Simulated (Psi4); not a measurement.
C$_{3}$H$_{8}$Si, charge -1, doublet, geometry from GFN2-xTB (a state made from the parent by changing its charge; the spin is typed, not shown lowest) (a gas-phase anion, which may not be bound at this level). Base run: R2SCAN/cc-pVDZ run with Psi4 1.11.

The Psi4 input:
```
memory 2 GB

molecule {
-1 2
  C     0.87358950    0.23056578    1.03905851
  C     1.00653027   -0.63700799   -0.20517026
  Si   -0.79415104   -0.26922189   -0.78421052
  C    -0.32092081    1.09362873    0.64932921
  H     1.78597706    0.79240566    1.30870886
  H     0.61716901   -0.39661291    1.90276145
  H     1.77312593   -0.24608686   -0.88426003
  H     1.29036866   -1.67518887    0.01645795
  H    -1.85756528   -0.97356403   -0.00238474
  H    -0.87099019   -1.22873330   -2.01722684
  H     0.01757697    2.06345240    0.26107420
  H    -0.99274117    1.31031528    1.49451183
}

set basis cc-pvdz
set reference uks

energy('r2scan')
print_variables()
```

Variants of this job, named by their change:

```csv
change,ΔE vs base (eV),point group used,SCF cycles
base,0.00,c1,11
"molecule keys = symmetry c1, no_reorient, no_com",0.00,c1,11
molecule keys = no_reorient,0.00,c1,11
molecule keys = symmetry c1,0.00,c1,11
jitter_ang = 0.002,0.00,c1,11
```

Open shells are given as the SCF converged; they aren't shown to be the lowest states, and a large step between rows can be another state.

A gas-phase anion may not be bound at this level; its values then depend on the basis.
